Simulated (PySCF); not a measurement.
Simulated Ti 2p region for `[F][Ti]([Cl])([Cl])[Cl]` (TiFCl3), binding energy against the vacuum level.

Every computed line was given a Gaussian of 0.7 eV full width at half maximum and an area set by the number of equivalent atoms (split 2:1 within a doublet); the highest printed point is 100. Method used: PySCF, delta-SCF UKS SCAN, pcX-2 on the ionised atom (unc-x2c-TZVPall on a metal), pcseg-1 elsewhere, spin-free X2C.

binding energy (eV), intensity and a bar:
```
    464.2          1 
    464.4          8 ##
    464.6         29 #########
    464.8         68 ####################
    465.0        100 ##############################
    465.2         94 ############################
    465.4         56 #################
    465.6         21 ######
    465.8          5 ##
    466.0          1 
    466.2          0 
    466.4          0 
    466.6          0 
    466.8          0 
    467.0          0 
    467.2          0 
    467.4          0 
    467.6          0 
    467.8          0 
    468.0          0 
    468.2          0 
    468.4          0 
    468.6          0 
    468.8          0 
    469.0          0 
    469.2          0 
    469.4          0 
    469.6          0 
    469.8          0 
    470.0          2 
    470.2          7 ##
    470.4         22 #######
    470.6         42 #############
    470.8         51 ###############
    471.0         40 ############
    471.2         20 ######
    471.4          6 ##
    471.6          1 
    471.8          0
```

Q: How many maxima does the curve show, and how many computed lines lie under it?

A: The curve has 2 maxima (at 465.1 and 470.8 eV). Under it lie 2 lines from 1 inequivalent titanium site, drawn as a 2p3/2, 2p1/2 pair.

Q: Decompose the envelope and assign each component. Bonds: Ti1–F2, Ti1–Cl3, Ti1–Cl4, Ti1–Cl5.

A: 
```csv
position (eV),relative area,line,atoms,environment
465.07,0.67,Ti 2p3/2,Ti1,titanium bonded to 3 Cl and F
470.79,0.33,Ti 2p1/2,Ti1,titanium bonded to 3 Cl and F
```

Q: What are the centre and the root-mean-square width of the whole band?

A: The area-weighted mean of the lines is 466.98 eV. Their own spread about it is 2.69 eV (rms) and each Gaussian has σ = 0.7/2.355 = 0.30 eV; the variances add, which gives 2.71 eV.

The curve has no shake-up lines and no vibrational structure. The 2p values aren't plain energy differences: one relaxed spin-free 2p hole is combined with a matrix within the shell (ground-state 2p orbital-energy differences and spin–orbit coupling). 2p3/2, the mean of its two sublevels, lies a third of the splitting below the shell's mean and 2p1/2 two thirds above it; the statistical areas are 2:1. 2p1/2 minus 2p3/2 (ligand field included): Ti 5.72 eV. Satellites of the metal's 2p lines aren't described. Isolated species at its PBE0-D3(BJ)/def2-SVP geometry, gas phase. Metal 2p energies of this one-determinant scheme are less reliable than its 1s energies.
